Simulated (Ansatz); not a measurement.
A structure relaxed at PBE-D4/def2-SVP in Ansatz, charge 1, singlet:

Cartesian coordinates in Å:
```
Cu -0.124 -1.463 -0.525
Si 1.057 0.885 -0.567
Si 1.188 -0.517 1.333
Si -0.943 0.471 1.054
Si -1.178 0.624 -1.294
```

Give its formula and point group.

CuSi4⁺. Point group C2v (tolerance 0.1 Å).

Summarise the bond lengths by kind (pairs closer than 1.2 times the sum of covalent radii, bridged metal pairs left out).

5 × Si–Si 2.36 to 2.61 Å; 4 × Cu–Si 2.46 to 2.63 Å. The metal has 4 neighbours: Si 2.63 Å, Si 2.46 Å, Si 2.63 Å, Si 2.46 Å.

The restricted singlet is unstable towards broken spin symmetry in Hartree–Fock (as tested in another run); at PBE-D4/def2-SVP this wasn't settled. Another isomer (singlet) lies 0.30 eV lower at PBE0-D4/def2-TZVP; other spin states weren't run for this one.
